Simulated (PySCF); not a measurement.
Molecule: SMILES C(C1=CN(C)C=C1)(F)F, C$_{6}$H$_{7}$F$_{2}$N.

Cartesian coordinates in Å; atom numbers follow the order of the lines, from 1:
```xyz
16

C    -2.4253   -0.1241   -0.6412
N    -1.1076    0.0598   -0.1021
C    -0.7962    0.8304    0.9721
C     0.5572    0.7943    1.1646
C     1.0883   -0.0360    0.1538
C     2.5171   -0.3861   -0.0432
F     2.7248   -1.7331    0.0253
F     2.9650   -0.0219   -1.2796
C     0.0277   -0.4678   -0.6098
H    -3.1608   -0.0976    0.1625
H    -2.4853   -1.0873   -1.1464
H    -2.6666    0.6632   -1.3612
H    -1.5562    1.3443    1.5266
H     1.1105    1.2946    1.9338
H     3.1765    0.0872    0.7002
H     0.0230   -1.1111   -1.4668
```

Frames of a GFN2-xTB Langevin trajectory at 200 K; GIAO PBE0/pcSseg-1 shieldings in PySCF 2.14, gas phase, non-relativistic; equivalent atoms averaged within each frame.

δ = σ(ref) − σ, references computed at the same level: $^{13}$C (186.93 ppm) and $^{1}$H (31.72 ppm) against TMS; $^{15}$N (267.73 ppm) against NH3; $^{19}$F (170.95 ppm) against CFCl3. The references are static minima.

Q: How do the shifts (ppm) fluctuate along the trajectory?

A: 
```
         time (fs)     C9     C5     C3     C6     C4    C1     N2   F7/F8   H13   H14
               250  131.1  130.6  129.2  122.3  120.9  32.5  181.5  -114.7  7.13  7.09
               425  128.1  134.7  124.6  118.9  116.3  36.1  182.6  -125.8  6.26  6.79
               625  129.5  124.0  125.0  118.4  110.4  42.9  182.0  -122.5  6.39  6.53
               800  124.7  123.8  117.8  122.0  115.6  36.2  181.7  -117.8  5.99  6.70
              1000  126.3  132.8  119.4  120.7  116.7  36.2  175.8  -112.5  5.74  7.24
    mean of frames  127.9  129.2  123.2  120.5  116.0  36.8  180.7  -118.7  6.30  6.87
standard deviation    2.5    5.0    4.6    1.8    3.7   3.8    2.8     5.5  0.53  0.29
```

5 frames give an uncertainty of the mean of about the standard deviation over 2.2 at best, since frames this close in time may not be independent; classical motion lacks zero-point vibration, and the reference would need the same averaging.
